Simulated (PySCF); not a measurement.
H₃O₄Si, SMILES [O][Si](O)(O)O, multiplicity 2.

Geometry optimised at B3LYP-D3(BJ)/def2-SVP. The isomer is the one that the SMILES or the coordinates give; other isomers of the formula were not compared. The values are those of a single conformer.

Computed with B3LYP-D3(BJ)/def2-SVP in PySCF 2.14.0.

Frequencies are harmonic and unscaled.

| mode | ν (cm⁻¹) | IR (km/mol) | moving atoms (share of kinetic energy) |
|---|---|---|---|
| 1 | 121 | 45.5 | H 53 %, O 47 % |
| 2 | 217 | 71.1 | O 61 %, H 38 % |
| 3 | 225 | 124.4 | H 63 %, O 29 % |
| 4 | 286 | 9.6 | H 55 %, O 44 % |
| 5 | 306 | 20.6 | H 56 %, O 39 % |
| 6 | 329 | 87.1 | O 52 %, H 34 %, Si 13 % |
| 7 | 338 | 29.9 | O 62 %, Si 19 %, H 19 % |
| 8 | 373 | 97.5 | O 71 %, Si 22 % |
| 9 | 752 | 5.7 | O 97 % |
| 10 | 794 | 123.2 | H 78 %, O 21 % |
| 11 | 802 | 133.4 | H 80 %, O 19 % |
| 12 | 814 | 205.4 | H 67 %, O 32 % |
| 13 | 880 | 67.1 | O 53 %, Si 41 % |
| 14 | 986 | 199.1 | Si 47 %, O 41 %, H 12 % |
| 15 | 1008 | 200.5 | Si 49 %, O 37 %, H 14 % |
| 16 | 3866 | 143.5 | H 94 % |
| 17 | 3873 | 101.0 | H 94 % |
| 18 | 3884 | 102.2 | H 94 % |
